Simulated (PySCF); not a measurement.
Assigning NMR signals

Geometry:
| atom | x (Å) | y (Å) | z (Å) |
| --- | --- | --- | --- |
| C1 | 1.548 | -1.157 | -0.208 |
| C2 | 0.731 | 0.127 | -0.092 |
| C3 | 1.298 | 1.029 | 1.004 |
| C4 | -0.722 | -0.198 | 0.196 |
| Si5 | -1.961 | -0.721 | -1.135 |
| C6 | -1.769 | 0.869 | -0.119 |
| F7 | -2.644 | 1.163 | 0.902 |
| H8 | 1.148 | -1.791 | -0.996 |
| H9 | 1.515 | -1.711 | 0.727 |
| H10 | 2.587 | -0.931 | -0.436 |
| H11 | 0.783 | 0.662 | -1.048 |
| H12 | 1.292 | 0.509 | 1.960 |
| H13 | 2.323 | 1.314 | 0.773 |
| H14 | 0.702 | 1.933 | 1.102 |
| H15 | -0.855 | -0.633 | 1.183 |
| H16 | -1.546 | -0.631 | -2.522 |
| H17 | -3.025 | -1.629 | -0.762 |
| H18 | -1.415 | 1.805 | -0.541 |

PySCF 2.14.0 with density-fitted response routines calculation with GFN2-xTB geometry and PBE0/pcSseg-1 with gauge-including orbitals; relativity neglected, rapidly exchanging positions averaged, no solvent model, a single conformation.

Referencing at the same level of theory: ¹³C and ¹H against TMS.

Question: Assign these signals to the numbered atoms. ¹³C{¹H} NMR (computed): δ 83.9, 33.5, 32.1, 26.4, 25.1.

Answer: 
```tsv
δ (ppm)	atoms	environment	reason
83.9	C6	three-membered-ring carbon	pulled downfield by the heteroatom
33.5	C2	sp3 CH	a saturated carbon with 3 carbon neighbours and no heteroatom attached
32.1	C4	three-membered-ring carbon	–
26.4	C1	methyl carbon	a saturated carbon with 1 carbon neighbour and no heteroatom attached
25.1	C3	methyl carbon	–
```

C2 and C4; C1 and C3 lie closer than the usual error of such a calculation, so a measured spectrum could show them in the other order.

Question: Assign these signals to the numbered atoms. ¹H NMR (300 MHz, computed): δ 5.03 (m, 1H), 3.04 (m, 1H), 2.49 (m, 1H), 1.32 (d, 3H), 1.13 (m, 1H), 1.11 (d, 3H), 0.69 (m, 1H).

Answer: 
5.03 → H18, hydrogen on a three-membered-ring carbon: its carbon carries F, which withdraws density
3.04 → H17, hydrogen on a silicon bonded to 2 C, in a 3-membered ring
2.49 → H16, hydrogen on a silicon bonded to 2 C, in a 3-membered ring
1.32 → H12/H13/H14, hydrogen on a methyl carbon: far from electronegative atoms and π systems
1.13 → H15, hydrogen on a three-membered-ring carbon: cyclopropane-type protons are shielded by the ring
1.11 → H8/H9/H10, hydrogen on a methyl carbon: far from electronegative atoms and π systems
0.69 → H11, hydrogen on an sp3 CH

H15 and H8/H9/H10 lie closer than the usual error of such a calculation, so a measured spectrum could show them in the other order.

Splittings by ¹⁹F in the carbon and heteronuclear signals aren't shown, as no couplings were computed. Shifts are as computed. Against solution values, carbons near 30 ppm lie about +3 ppm off and those near 130 ppm about +5 ppm. Of 1309 compounds with measured shifts, 239 miss one by over three times the rms of a fit or turn the order of signals round; such compounds aren't used in these exercises. Multiplicities follow the n + 1 count of equivalent neighbours, as no J values were calculated; m marks all less simple cases, F and P coupling included.
